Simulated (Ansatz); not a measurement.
Which is lower?

Two isomers of BSiH3ClF, singlet, relaxed at PBE0-D4/def2-TZVP (vibrations not checked).

A:

```xyz
7
angstrom
F 1.8301 -0.7416 -0.8132
Si -0.7671 -0.0200 0.3492
B 1.0608 0.2769 -0.4914
Cl -1.1751 -2.0220 0.6057
H -1.8268 0.5662 -0.5138
H -0.8324 0.6443 1.6780
H 1.4914 1.3774 -0.7187
```

B:

```csv
atom,x (Å),y (Å),z (Å)
F1,0.2005,-0.9143,0.5133
B2,-0.3451,0.0123,-0.2512
Si3,-1.0947,1.2926,-1.3133
Cl4,3.0101,0.6249,1.4770
H5,2.1572,-0.3283,1.3955
H6,0.2231,1.2774,-0.2810
H7,-1.4999,0.6495,0.1800
```

Ansatz 0.2.0; basis: def2-TZVPP; cores frozen in the correlated methods. B3LYP uses VWN-RPA correlation.

Problem. Which structure is lower at CCSD(T), and by how much? (Judge from chemistry; the value comes from the calculation.)

Solution. The calculation gives: A, by 62.44 kcal/mol (electronic energy, against the other). By their contacts, A is BSiH₃ClF ([F][BH][SiH2][Cl]) and B is a complex of BSiH₂F ([F][B]12[H][Si]1[H]2) + HCl.

All methods give the same order:

```
   method  E(B) − E(A) (kcal/mol)
   PBE-D4                   56.88
r2SCAN-D4                   62.41
  PBE0-D4                   62.07
 B3LYP-D4                   64.17
  wB97M-V                   61.89
       HF                   79.35
      MP2                   64.30
     CCSD                   64.81
  CCSD(T)                   62.44
```

T1 diagnostic: at most 0.014.

Labels in which every atom is bracketed show which atoms are joined, not bond orders.
